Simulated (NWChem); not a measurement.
System: C$_{2}$H$_{4}$AlClO; SMILES C=[CH][Al]([OH])[Cl]

Input file for NWChem:

```
start job
memory heap 200 mb stack 900 mb global 1100 mb
geometry units angstroms noautosym nocenter noautoz
  Al     0.210084     0.182402     0.117801
  Cl    -1.786656     0.405972     0.805269
  C      0.678237    -1.125874    -1.220716
  C      1.943126    -1.264742    -1.652224
  H     -0.076563    -1.782842    -1.656675
  H      2.226778    -1.998963    -2.407824
  H      2.758110    -0.651089    -1.271408
  O      1.432053     1.184204     0.764805
  H      1.237497     1.850458     1.435343
end
basis spherical
  * library pcsseg-1
end
dft
  xc xpbe96 cpbe96
  iterations 150
end
property
  shielding
end
task dft property
```

NWChem printed, in part:

```
             Northwest Computational Chemistry Package (NWChem) 7.3.0
             --------------------------------------------------------

                             Geometry "geometry" -> ""
                             -------------------------

 Output coordinates in angstroms (scale by  1.889725989 to convert to a.u.)

  No.       Tag          Charge          X              Y              Z
 ---- ---------------- ---------- -------------- -------------- --------------
    1 Al                  13.0000     0.21008400     0.18240200     0.11780100
    2 Cl                  17.0000    -1.78665600     0.40597200     0.80526900
    3 C                    6.0000     0.67823700    -1.12587400    -1.22071600
    4 C                    6.0000     1.94312600    -1.26474200    -1.65222400
    5 H                    1.0000    -0.07656300    -1.78284200    -1.65667500
    6 H                    1.0000     2.22677800    -1.99896300    -2.40782400
    7 H                    1.0000     2.75811000    -0.65108900    -1.27140800
    8 O                    8.0000     1.43205300     1.18420400     0.76480500
    9 H                    1.0000     1.23749700     1.85045800     1.43534300

 Effective nuclear repulsion energy (a.u.)     242.3850126936

  pbe96 is a nonlocal functional; adding pw91lda local functional.
                              NWChem Property Module
                              ----------------------

  itol2e modified to match energy
  convergence criterion.

                                 NWChem DFT Module
                                 -----------------

 Summary of "ao basis" -> "ao basis" (spherical)
 ------------------------------------------------------------------------------
       Tag                 Description            Shells   Functions and Types
 ---------------- ------------------------------  ------  ---------------------
 Al                         pcsseg-1                10       24   4s5p1d
 Cl                         pcsseg-1                10       24   4s5p1d
 C                          pcsseg-1                 7       17   3s3p1d
 H                          pcsseg-1                 3        5   2s1p
 O                          pcsseg-1                 7       17   3s3p1d

  itol2e modified to match energy
  convergence criterion.

[...]

          -----------------------------------------
          Chemical Shielding Tensors (GIAO, in ppm)
          -----------------------------------------

                                NWChem CPHF Module
                                ------------------

  scftype          =     RHF
  nclosed          =       27
  nopen            =        0
  variables        =     2484
  # of vectors     =        3
  tolerance        = 0.10D-03
  level shift      = 0.00D+00
  max iterations   =       50
  max subspace     =       30

 SCF residual:    1.0731938179280609E-005

Iterative solution of linear equations
  No. of variables     2484
  No. of equations        3
  Maximum subspace       30
        Iterations       50
       Convergence  1.0D-04

   iter   nsub   residual    time
   ----  ------  --------  ---------
     1      3    4.50D-06      47.7

      Atom:    1  Al
        Diamagnetic
    800.6503     -0.3111     -1.7685
     -0.3111    795.5928      1.1242
     -1.7685      1.1242    795.9483

        Paramagnetic
   -392.3867      3.7542     -7.2454
      3.7542   -390.3125     43.2804
     -7.2454     43.2804   -395.1269

        Total Shielding Tensor
    408.2636      3.4431     -9.0139
      3.4431    405.2803     44.4046
     -9.0139     44.4046    400.8213

           isotropic =     404.7884
          anisotropy =      64.6196

          Principal Components and Axis System
                 1           2           3
              447.8682    409.4593    357.0379

      1        -0.0956      0.9805      0.1718
      2         0.7147      0.1877     -0.6738
      3         0.6929     -0.0584      0.7187

      Atom:    2  Cl
        Diamagnetic
   1152.7665     -0.7268     -2.2495
     -0.7268   1146.6135      0.5482
     -2.2495      0.5482   1147.2665

        Paramagnetic
   -138.4438    -55.6149    -83.1276
    -55.6149   -306.0230    -22.3245
    -83.1276    -22.3245   -269.0783

        Total Shielding Tensor
   1014.3227    -56.3417    -85.3771
    -56.3417    840.5905    -21.7763
    -85.3771    -21.7763    878.1882

           isotropic =     911.0338
          anisotropy =     228.5657

          Principal Components and Axis System
                 1           2           3
             1063.4109    878.1880    791.5024

      1         0.9000     -0.1719      0.4005
      2        -0.1892      0.6738      0.7143
      3        -0.3926     -0.7187      0.5739

      Atom:    3  C
        Diamagnetic
    260.8472     -2.9081     -7.8376
     -2.9081    252.0789     12.5723
     -7.8376     12.5723    253.0663

        Paramagnetic
   -251.9047    -43.8916      1.1477
    -43.8916   -206.5778   -113.4594
      1.1477   -113.4594   -181.0015

        Total Shielding Tensor
      8.9425    -46.7998     -6.6898
    -46.7998     45.5011   -100.8871
     -6.6898   -100.8871     72.0648

           isotropic =      42.1695
          anisotropy =     184.2924

          Principal Components and Axis System
                 1           2           3
              165.0310    -65.0476     26.5249

      1         0.1712      0.4861      0.8569
      2        -0.6738      0.6924     -0.2582
      3         0.7188      0.5332     -0.4461

      Atom:    4  C
        Diamagnetic
    265.5718     -0.8398     -6.1887
     -0.8398    251.0411      7.8176
     -6.1887      7.8176    251.7161

        Paramagnetic
   -255.0294    -44.9942     -1.6526
    -44.9942   -233.0285   -128.0021
     -1.6526   -128.0021   -204.5735

[...]
```

Level: PBE/pcSseg-1, GIAO. All runs use the structure optimised with B3LYP/6-31G* (spherical d). The printed shielding anisotropy is the first printed principal value minus the mean of the other two.
